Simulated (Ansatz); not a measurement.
Relaxing a trial structure of CH2AuBrMgSi

The starting geometry of this gas-phase singlet was optimised with GFN2-xTB; its bonds are those of `C=[Si]([Au])[Mg][Br]`.

```tsv
atom	x (Å)	y (Å)	z (Å)
C	-1.1482	-1.5915	1.2272
Au	-1.3557	-0.2477	-2.1136
Br	-2.0036	3.8822	-0.3902
Mg	-2.0582	2.0407	1.2251
Si	-1.5204	-0.1678	0.2573
H	-1.2152	-1.5937	2.3037
H	-0.8700	-2.5395	0.7962
```

Task: Predict what it relaxes into with BLYP-D3(BJ)/def2-SVP.

Result: It keeps its bonds, and is `C=[Si]([Au])[Mg][Br]`.

The energy falls by 0.63 eV over 17 steps:

```csv
step,E − E(last) (eV)
1,0.626
3,0.259
5,0.055
6,0.036
8,0.016
10,0.003
12,0.001
13,0.001
15,0.000
17,0.000
```

Final geometry (Å):

```yaml
atoms:
  - { symbol: C, position_ang: [-1.1718, -1.5663, 1.2323] }
  - { symbol: Au, position_ang: [-1.2785, -0.9618, -2.2234] }
  - { symbol: Br, position_ang: [-2.2752, 4.4462, 0.5987] }
  - { symbol: Mg, position_ang: [-1.8501, 2.1285, 0.3627] }
  - { symbol: Si, position_ang: [-1.3963, -0.3410, 0.0136] }
  - { symbol: H, position_ang: [-1.2236, -1.2943, 2.3006] }
  - { symbol: H, position_ang: [-0.9758, -2.6287, 1.0213] }
```

Frequencies at the end are all real (lowest 24 cm⁻¹). Atoms past krypton carry core potentials, without spin–orbit terms. Run with Ansatz 0.2.0, 47 s on 2 threads of Arm Neoverse V1 (shared host).
